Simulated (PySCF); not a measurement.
## Calculated data, BGeH₃O, AlBGeH₅O

Calculation on a computer-drawn molecule: the log of a Hartree-Fock and frozen-core CCSD(T) single point meant for a local Hartree-Fock minimum, with one planted fault or none, to be diagnosed. Offsets are logged minus clean, where the clean run is the same molecule without the fault. The reference is restricted for singlets and unrestricted otherwise, and also for a bond in bohr or an excited solution. Adding or removing an electron swaps singlet and doublet. The excited solution moves the top pair (singlet) or top alpha electron (doublet) to the lowest empty orbital. Highest occupied and lowest empty are orbital energies over both spins, largest force is the largest gradient component, triples share is (T) over the correlation energy, the T1 limit is 0.02 restricted and 0.045 unrestricted, electrons count all cores, a negative frequency is imaginary (commonest isotopes), and the dipole is about the centre of nuclear charge; on germanium a core potential holds 10 electrons, which the energies leave out, and 3d is frozen in MP2 and coupled-cluster steps. Program: PySCF 2.14.0.

Common to all runs: meant charge 0; meant basis and core potential on germanium cc-pVDZ-PP ECP10MDF; logged SCF converged yes; logged CC converged yes; logged SCF stable within its kind yes; possible faults no fault, one electron removed, one electron added, multiplicity raised by two, geometry at a saddle point, SCF held on an excited solution, minimal basis STO-3G, one bond length entered in bohr, all coordinates scaled.

```yaml
- entry: 1
  formula: BGeH3O
  logged_structure:
    atoms_angstrom:
      - [B, 0.9827, 1.4998, 1.4577]
      - [Ge, 0.0796, 0.1408, 0.1696]
      - [O, 0.3303, -1.4626, 0.2202]
      - [H, 2.0309, 1.9946, 1.1675]
      - [H, 0.4541, 1.7895, 2.4895]
      - [H, -0.8732, 0.755, -0.8723]
  given:
    meant_multiplicity: 1
    meant_basis: cc-pVDZ
    logged_electrons: 49
    logged_basis_functions: 66
    logged_spin_squared: 0.7639
    "logged_highest_occupied [eV]": -1.4133
    "logged_lowest_empty [eV]": 6.6895
    "logged_largest_force [hartree/bohr]": 0.034855
    logged_T1_diagnostic: 0.024904
    logged_D1_diagnostic: 0.093607
    logged_triples_share: 0.033706
    "logged_dipole_magnitude [debye]": 4.0011
    "logged_energy_HF [hartree]": -394.59816
    "logged_energy_CCSD(T) [hartree]": -395.0179
    drawn_bonds_atom: [1, 2, 1, 1, 2]
    drawn_bonds_other_atom: [2, 3, 4, 5, 6]
    drawn_bonds_order: [1, 2, 1, 1, 1]
  results:
    planted_fault: "one electron added"
    "HF_energy_offset_from_clean_run [kcal/mol]": -8.026
    "CCSD(T)_energy_offset_from_clean_run [kcal/mol]": -16.44
- entry: 2
  formula: AlBGeH5O
  logged_structure:
    atoms_angstrom:
      - [B, 3.305, 0.0264, 1.6959]
      - [Ge, 1.8703, 1.6934, 1.7451]
      - [Al, -0.1655, 2.1009, 0.0866]
      - [O, -1.2555, 3.5487, 0.2839]
      - [H, 4.2575, -0.0571, 2.5668]
      - [H, 3.194, -0.8835, 0.7823]
      - [H, 2.1011, 2.806, 2.9566]
      - [H, -0.5167, 1.0445, -1.1937]
      - [H, -1.2281, 4.298, 0.9717]
  given:
    meant_multiplicity: 2
    meant_basis: "cc-pV(D+d)Z"
    logged_electrons: 63
    logged_basis_functions: 99
    logged_spin_squared: 0.7637
    "logged_highest_occupied [eV]": -7.9158
    "logged_lowest_empty [eV]": 0.08997
    "logged_largest_force [hartree/bohr]": 0.053849
    logged_T1_diagnostic: 0.02141
    logged_D1_diagnostic: 0.088752
    logged_triples_share: 0.027307
    "logged_dipole_magnitude [debye]": 0.73635
    "logged_energy_HF [hartree]": -637.73909
    "logged_energy_CCSD(T) [hartree]": -638.22146
    drawn_bonds_atom: [1, 2, 3, 1, 1, 2, 3, 4]
    drawn_bonds_other_atom: [2, 3, 4, 5, 6, 7, 8, 9]
    drawn_bonds_order: [1, 1, 1, 1, 1, 1, 1, 1]
  results:
    planted_fault: "all coordinates scaled, by +8.0 %"
    "HF_energy_offset_from_clean_run [kcal/mol]": 25.96
    "CCSD(T)_energy_offset_from_clean_run [kcal/mol]": 18.87
```
